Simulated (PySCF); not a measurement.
**Exercise with solution: oscillator strength and radiative lifetime**

Au(Me)2(acac) (C7H13AuO2), SMILES CC1=CC(C)=[O]->[Au]([CH3])([CH3])[O]1, multiplicity 1.

Geometry optimised at B3LYP-D3(BJ)/def2-SVP. The spin state was assumed, not searched. The isomer is the one that the SMILES or the coordinates give; other isomers of the formula were not compared. The def2 effective core potentials stand for the cores of Au; spin–orbit coupling is left out. One conformer was computed; it need not be the lowest.

PySCF with TDA-PBE/def2-SVP puts the first singlet state with f over 0.02 at 4.67 eV (vertical), with the transition dipole (0.000, 0.691, 0.000) in atomic units.

Q: Find the oscillator strength, the wavelength and the radiative lifetime that this transition would have in vacuum if emission retraced absorption.

A: 
|μ|² = 0.4775 au, so |μ| = 1.76 D. ΔE = 4.67/27.211 = 0.1716 hartree. f = (2/3) ΔE |μ|² = 0.055 (the program prints 0.055).
λ = 1239.84/4.67 = 265 nm; ν = 37666 cm⁻¹.
Einstein's coefficient A = 0.6670 ν² f s⁻¹ (ν in cm⁻¹) = 5.2e7 s⁻¹, so τ = 1/A = 19 ns. This state is S4; the lower singlets have f = 0.000, 0.001, 0.000. The figure is the radiative limit of this one transition; relaxation, internal conversion, crossing to triplets and a medium change what is measured.
